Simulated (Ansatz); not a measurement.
Geometry optimisation, RKS PBE/def2-SVP in Ansatz.

Input:

```yaml
crystal:
  periodic: [false, false, false]
  atoms:
    - { symbol: Ge, position_ang: [0.0, 0.0, 0.0] }
    - { symbol: Ge, position_ang: [0.0, 0.0, 2.75] }
    - { symbol: H, position_ang: [-1.3958, -0.4318, 3.2674] }
    - { symbol: H, position_ang: [1.0719, -0.9929, 3.2674] }
    - { symbol: H, position_ang: [0.324, 1.4247, 3.2674] }
    - { symbol: O, position_ang: [1.6691, 0.0, -0.5894] }
    - { symbol: H, position_ang: [1.9855, -0.9521, -0.7061] }
    - { symbol: O, position_ang: [-0.8337, 1.4443, -0.5894] }
    - { symbol: H, position_ang: [-1.7915, 1.2136, -0.8118] }
    - { symbol: O, position_ang: [-0.8337, -1.4443, -0.5894] }
    - { symbol: H, position_ang: [-1.2883, -1.91, 0.183] }
    - { symbol: F, position_ang: [1.0384, 1.566, 0.6243] }
    - { symbol: H, position_ang: [0.8108, 1.2227, 1.7619] }
basis:
  gaussian: { orbitals: def2-SVP }
hamiltonian:
  xc: pbe
relax:
  f_tol: 0.15
  max_steps: 25
  restrain:
    - { distance: [0, 11], at: 2.88, k: 30.0 }
    - { distance: [12, 1], at: 2.75, k: 30.0 }
    - { distance: [0, 1], at: 2.4, k: 30.0 }
    - { distance: [12, 11], at: 0.92, k: 30.0 }
```

Launched with:

```bash
$ ansatz run input.yaml --threads 4 --pin off --max-ram 5120MiB --backend cpu --events-out ev --progress --plain --runs-dir out
```

Where does it end, and by what steps?

The forces met the threshold. The restraints hold the end off the free minimum; the threshold counts their pulls, which the force column leaves out. Restrained pairs: Ge1–F12 (1.98 → 2.88 Å), Ge2–H13 (1.77 → 2.76 Å), Ge1–Ge2 (2.75 → 2.41 Å), F12–H13 (1.21 → 0.95 Å). After 21 steps the energy has fallen by 3.230 eV (the restraints' own energy left out); H9 moved furthest, 1.51 Å.

```csv
step,energy less start (eV),largest force component (eV/Å),accepted
0,0.0000,4.906,yes
1,-1.2311,3.557,yes
2,-1.3159,4.436,yes
3,-1.5004,3.931,yes
4,-2.1366,1.784,yes
5,-2.4780,0.784,yes
6,-2.5745,0.479,yes
7,-2.6554,0.414,yes
8,-2.6997,0.355,yes
9,-2.7224,0.435,yes
10,-2.7863,0.284,yes
11,-2.8258,0.284,yes
12,-2.8284,1.337,no
13,-2.8431,0.309,yes
14,-2.8617,0.300,yes
15,-2.8970,0.374,yes
16,-2.9322,1.004,yes
17,-2.9972,0.450,yes
18,-3.0812,0.596,yes
19,-3.1878,0.504,yes
20,-3.2230,0.625,yes
21,-3.2304,0.845,yes
```

```xyz
13
Properties=species:S:1:pos:R:3
Ge -0.049 -0.310 0.325
Ge 0.088 -0.095 2.721
H -0.635 -1.331 3.332
H 1.552 -0.077 3.197
H -0.688 1.171 3.137
O 1.436 -0.592 -0.627
H 1.274 -1.358 -1.212
O -0.571 1.408 -0.100
H -0.355 1.608 -1.034
O -1.163 -1.483 -0.457
H -1.912 -1.726 0.117
F 1.268 1.965 1.508
H 0.512 1.960 0.927
```

Time of the run: 48 s on 4 threads of Arm Neoverse V2 (shared host), peak memory 0.25 GiB.
